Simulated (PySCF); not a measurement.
## Correlation energy of Be (beryllium, neutral)

[He] 2s2, closed-shell 1S. Calculation: PySCF 2.14, in x2c-SVPall (3s2p, 9 functions); scalar relativity by spin-free X2C-1e. Frozen: 1s2; 2 electrons correlated.

Total MP2 correlation energy: -22.03 mhartree.

Same-spin part 0.00 and opposite-spin part -22.03 mhartree; SCS-MP2 scales them by 1/3 and 6/5 to -26.43 mhartree.

With two correlated electrons CCSD is exact within the correlated space (frozen core and kept virtual orbitals).

| level | correlation energy (mhartree) |
| --- | --- |
| CCSD | -44.19 |

Diagnostics: T1 = 0.019, D1 = 0.0273, largest double amplitude 0.161.

Q: Is a single reference adequate?

A: Not fully. A double-excitation amplitude exceeds 0.15, a sign of near-degeneracy.
